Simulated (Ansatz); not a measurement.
Computed with Ansatz on PBE0-D4/def2-TZVP structures; ΔE is electronic, products minus reactants. CCSD(T)/CBS is the MP2 limit (def2-TZVPP, def2-QZVPP) plus CCSD(T) − MP2 in def2-TZVPP, frozen cores. Functionals use def2-TZVPP. B3LYP here is the variant with VWN-RPA as its local correlation; programs differ in this. For Br outer-core shells are correlated without core-valence functions, which leaves a few kJ/mol of doubt a bond. Scalar relativity is left out up to krypton. One conformer a species, not always the lowest.

`F[Si](F)([SiH3])Br` + `OBCBr` → `OBC[SiH3]` + `F[Si](F)(Br)Br`  (redistribution)

`F[Si](F)([SiH3])Br`:

Z-matrix (Å, degrees):
```
Si
F 1 1.586
Si 1 2.332 2 111.5
F 1 1.586 2 106.3 3 121.7
Br 1 2.201 2 107.8 3 -123.0
H 3 1.484 1 108.1 2 179.6
H 3 1.484 1 108.1 2 -61.1
H 3 1.485 1 109.6 2 59.2
```

`OBCBr`:

Cartesian coordinates in Å:
```
O -0.963 -1.122 -0.693
B -0.612 0.048 -0.116
C 0.916 0.380 -0.003
Br 1.249 0.045 1.899
H -1.909 -1.286 -0.680
H -1.443 0.798 0.317
H 1.185 1.421 -0.170
H 1.579 -0.284 -0.554
```

`OBC[SiH3]`:

```xyz
11

O     1.586    1.530    0.101
B     0.257    1.264    0.021
C    -0.308    0.024    0.766
Si   -0.456   -1.447   -0.396
H     1.849    2.294   -0.417
H    -0.445    1.973   -0.655
H    -1.319    0.212    1.140
H     0.334   -0.284    1.597
H    -1.057   -2.609    0.311
H    -1.322   -1.112   -1.559
H     0.881   -1.846   -0.911
```

`F[Si](F)(Br)Br`:

Z-matrix (Å, degrees):
```
Si
F 1 1.573
Br 1 2.174 2 109.2
Br 1 2.174 2 109.2 3 -123.4
F 1 1.573 2 107.4 3 118.3
```

(1) Is it downhill or uphill in electronic energy at CCSD(T)/CBS, and by how much? (Estimate.)

(2) What do these levels give: CAM-B3LYP-D4, ωB97X-V, B3LYP, LC-ωPBE, CCSD(T)/def2-SVP, MP2/CBS(def2)? (Best estimate.)

Largest T1 diagnostic among the species: 0.012.

Answers

(1) The calculation gave: Downhill: ΔE = -152.9 kJ/mol.

(2) Ansatz gave: CAM-B3LYP-D4 -148.9, ωB97X-V -148.5, B3LYP -140.5, LC-ωPBE -153.3, CCSD(T)/def2-SVP -149.5, MP2/CBS(def2) -166.1 kJ/mol.

From r2SCAN to r2SCAN0 (25 % exact exchange), in def2-TZVPP and without D4, ΔE moves by −4.4 kJ/mol. At CCSD(T), def2-SVP lies +3.4 kJ/mol from the extrapolated value and def2-TZVPP +4.4 kJ/mol. Leaving LDA and LC-ωPBE aside and taking each functional with its dispersion term where it has one, the values, not all of them listed here, spread over 23.2 kJ/mol, from ωB97M-V to BLYP-D4. LDA lies −9.3 kJ/mol from PBE without D4.
